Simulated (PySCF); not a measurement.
[MnI3]- holds Mn(II), d5, at total charge -1. The structure is a model geometry with rigid ligands and bond lengths from ionic radii, not a minimum; coordination trigonal planar, point group D3h, metal–donor distances 2.71 Å.

Method (PySCF 2.14, density fitting): CASSCF(5,5) with orbitals averaged over all microstates of the shell, strongly contracted NEVPT2 on the averaged canonical orbitals; basis x2c-TZVPall on the metal, x2c-SVPall elsewhere; spin-free X2C; IEF-PCM water; spin-orbit coupling by state interaction with the mean-field operator over all roots.

CASSCF energies above the lowest CASSCF root:

```
state  CASSCF / cm⁻¹
 6A1'              0
4A2''          29304
4A1''          29424
  4E'          29573
  4E'          29639
 4E''          29817
 4A1'          29940
 4E''          33416
 4A2'          34314
 4A1'          36784
  4E'          36834
 4E''          37936
2A1''          42231
  2E'          42240
2A2''          42266
 2E''          42291
 2A1'          42317
  2E'          42349
 2E''          42478
 2A2'          42567
 2A1'          42571
  2E'          47438
```

How does dynamic correlation (SC-NEVPT2) move these states?


| state | NEVPT2 / cm⁻¹ | shift / cm⁻¹ |
| --- | --- | --- |
| 6A1' | 0 | 0 |
| 4A2'' | 26464 | -2840 |
| 4A1'' | 26598 | -2826 |
| 4E' | 26968 | -2605 |
| 4E' | 26955 | -2684 |
| 4E'' | 27171 | -2646 |
| 4A1' | 27384 | -2556 |
| 4E'' | 28573 | -4843 |
| 4A2' | 29934 | -4380 |
| 4A1' | 32345 | -4439 |
| 4E' | 32029 | -4806 |
| 4E'' | 33776 | -4160 |
| 2A1'' | 39337 | -2893 |
| 2E' | 39329 | -2912 |
| 2A2'' | 39354 | -2913 |
| 2E'' | 39399 | -2893 |
| 2A1' | 39431 | -2886 |
| 2E' | 39502 | -2847 |
| 2E'' | 39709 | -2769 |
| 2A2' | 39817 | -2749 |
| 2A1' | 39822 | -2749 |
| 2E' | 41470 | -5968 |

The geometry is a model, and the complex may not exist in this form. Gaps between spin states lean to high spin in this active space.
